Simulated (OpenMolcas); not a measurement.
**Ti3+: from RASSCF to RASPT2**

```yaml
Program: OpenMolcas
Basis: ANO-RCC-VTZP [6s5p3d2f1g]
Scalar_Hamiltonian: DKH2, point nucleus
Active_space: 1 electron in 9 orbitals (RAS2 3d 4s; RAS3 4p, at most 1 electron)
State_averaging: 2S+1 = 2 even, 6 roots; 2S+1 = 2 odd, 3 roots
Spin-orbit_coupling: state interaction with AMFI integrals over the reference wave functions, term energies averaged over their components
```

Methods on the same reference wave functions:
A. RASSCF
B. SS-RASPT2, IPEA 0.25 Eh, imaginary shift 0.1 Eh (closed shells correlated: 3s 3p)

Energies in eV above 3d 2D 3/2, the measured ground level; measured values from Corliss and Sugar, J. Phys. Chem. Ref. Data 8, 1 (1979).

```json
{"Level": "3d 2D 3/2", "A": "0.0000", "B": "0.0000", "Measured": "0.0000"}
{"Level": "3d 2D 5/2", "A": "0.0460", "B": "0.0460", "Measured": "0.0474"}
{"Level": "4s 2S 1/2", "A": "10.3581", "B": "10.088", "Measured": "9.9670"}
{"Level": "4p 2P* 1/2", "A": "15.7956", "B": "16.038", "Measured": "15.8602"}
{"Level": "4p 2P* 3/2", "A": "15.8640", "B": "16.106", "Measured": "15.9617"}
```

Deviations, from unrounded energies. A percentage is the sum of absolute deviations over the sum of measured energies, with the sign that they share, or ± where signs differ.

```json
{"Against measurement": "mean absolute deviation (cm-1)", "Levels": "4", "A": "1100", "B": "900"}
{"Against measurement": "fine structure of the ground term (%)", "Levels": "1", "A": "-2.9", "B": "-2.9"}
{"Against measurement": "other configurations (%)", "Levels": "3", "A": "±1.3", "B": "+1.1"}
```

B lies closest to measurement on these levels. The largest miss of B in the table is 4p 2P* 1/2, by +1400 cm-1. The ranking rests on the paired levels alone, and a cruder setting can come out closer through cancelling errors.

The lowest spin-free term lies below A's lowest term by 0.270 hartree in B.

Term energies are means over components that CASPT2 splits; among the terms shown or strongly mixed into the levels shown the widest spread is 80 cm-1 (3d 2D, B). With one active electron the reference holds no correlation, so core polarisation is missing (holds for A). With one active electron, CASPT2 adds the correlation within the correlated inactive shells and between them and that electron, and leaves the splitting within a term as the reference gives it (holds for B). Computed and measured levels are paired by configuration, term and J; levels that our copy of the source lacks, or whose pairing is in doubt (as where it misses far off the trend of its configuration), stay unpaired and out of the deviations. Only configurations of the active space appear.

* marks odd parity.
